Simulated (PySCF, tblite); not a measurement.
Isomers of C4H9FSSi. Calculated harmonic vibrations of the isolated species, GFN2-xTB (tblite), most abundant isotopes, no scaling. Against measured fundamentals such values can be off by several per cent, at times by over 20. Modes of hydrogen on silicon can be 10 to 20 % off. One conformer each.

Electronic energies: PBE0/pcSseg-1 single points on the GFN2-xTB geometries (PySCF, gas phase).

```tsv
SMILES	electronic energy, lowest = 0 (kJ/mol)
CCS[SiH2]/C=C\F	189.8
CC[SiH2][C@@H]1S[C@@H]1F	240.3
CC[Si]1(F)CSC1	0.0
```

How do GFN2-xTB zero-point energies change the relative energies?

```csv
SMILES,ZPE (kJ/mol),of it from modes above 1550 cm⁻¹,electronic (kJ/mol),"with ZPE, lowest = 0 (kJ/mol)",lowest mode (cm⁻¹),rings
CC[Si]1(F)CSC1,322.7,162.3,0.0,0.0,39,1
CCS[SiH2]/C=C\F,307.2,164.5,189.8,174.3,16,0
CC[SiH2][C@@H]1S[C@@H]1F,308.6,152.8,240.3,226.2,36,1
```

The zero-point energies span 15.5 kJ/mol, from `CCS[SiH2]/C=C\F` to `CC[Si]1(F)CSC1`. The order is unchanged.

And how do the electronic energies of GFN2-xTB itself compare?

`CC[Si]1(F)CSC1` 0.0; `CCS[SiH2]/C=C\F` 87.9; `CC[SiH2][C@@H]1S[C@@H]1F` 138.5 kJ/mol, lowest = 0. Against the energies above, taken from the same isomer `CC[Si]1(F)CSC1`, the largest difference is 101.9 kJ/mol.
